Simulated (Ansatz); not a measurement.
A search over several starts for the lowest SCF solution of W2Cl⁺ at the given spin, in a small basis.

```yaml
crystal:
  periodic: [false, false, false]
  atoms:
    - {symbol: W, position_ang: [1.859861, -2.496978, -0.667236]}
    - {symbol: W, position_ang: [0.493730, -1.312953, 0.376955]}
    - {symbol: Cl, position_ang: [1.930809, -4.242869, 0.714181]}
basis:
  gaussian: {orbitals: def2-SVP}
total_charge: 1
magnetization: {spin_polarized: true, initial_magnetization: 0}
hamiltonian: {xc: pbe0, dispersion: d4}
output: {orbitals: {seedname: orbitals}}
```

```sh
$ ansatz run in.yaml --threads 4 --pin off --events-out ev --progress --plain --max-ram 3916MiB
```

It prints (some lines left out):

```
Functional definition: PBE0
  name "PBE0"
  cite "Adamo & Barone, J. Chem. Phys. 110, 6158 (1999) doi:10.1063/1.478522"
  cite "Perdew, Burke & Ernzerhof, Phys. Rev. Lett. 77, 3865 (1996) doi:10.1103/PhysRevLett.77.3865"
  parent pbe
  parameter a = 0.25
  parameter kappa = 0.804
  parameter beta = 0.06672455060314922
  exchange = (1 - a)*pbe_x(kappa = kappa, mu = beta*pi^2/3) + a*exact_x
  correlation = pbe_c(beta = beta)
792 factors; integrals over basis functions are off by at most 9.7e-4 eV
mean field evaluation 1: about -16141.9032 eV, gradient 5.4e1 eV
mean field evaluation 2: about -15925.2155 eV, gradient 1.8e2 eV
mean field evaluation 4: about -16143.4865 eV, gradient 4.7e1 eV
mean field evaluation 8: about -16143.5978 eV, gradient 4.7e1 eV
mean field evaluation 16: about -16154.0787 eV, gradient 1.3e-5 eV
mean field evaluation 32: about -16154.5354 eV, gradient 1.7e-2 eV
mean field evaluation 64: about -16154.4275 eV, gradient 1.1e-2 eV
mean field evaluation 96: about -16154.5590 eV, gradient 3.0e-1 eV
mean field evaluation 128: about -16154.4220 eV, gradient 1.2e0 eV
mean field evaluation 160: about -16154.5355 eV, gradient 2.8e-4 eV
mean field evaluation 192: about -16152.1514 eV, gradient 2.3e1 eV
mean field evaluation 224: about -16154.5355 eV, gradient 2.2e-5 eV
mean field evaluation 256: about -16154.5681 eV, gradient 1.4e-5 eV
mean field evaluation 288: about -16154.5355 eV, gradient 2.1e-4 eV
mean field evaluation 320: about -16154.4770 eV, gradient 6.9e-1 eV
mean field evaluation 352: about -16154.5595 eV, gradient 5.3e-1 eV
mean field -16154.56811256 eV, -593.6694281771 hartree, gradient 8.4e-6 eV, S^2 1.469240; 20 other end points of the search recorded, 0 dependent functions left out
reference -16154.56814465 eV, -593.6694293563 hartree; 22, 22 occupied and 60, 60 virtual orbitals, 792 factors
Total energy: -16154.65578466 eV, -593.6726500674 hartree
```

Run time 31 s (4 threads of Arm Neoverse V1 on a shared host).

Other converged states that the search met: 0.03 eV higher (⟨S²⟩ = 1.30), 0.49 eV higher (⟨S²⟩ = 0.00).

In the def2 sets W takes a core potential; there is no spin–orbit coupling. The unrestricted singlet has broken spin symmetry (⟨S²⟩ up to 1.47). At PBE0-D4/def2-TZVP a triplet of charge 1 lies 0.48 eV below the unrestricted singlet, which stands at the restricted singlet's geometry. The structure comes from a short search, and lower isomers may exist.
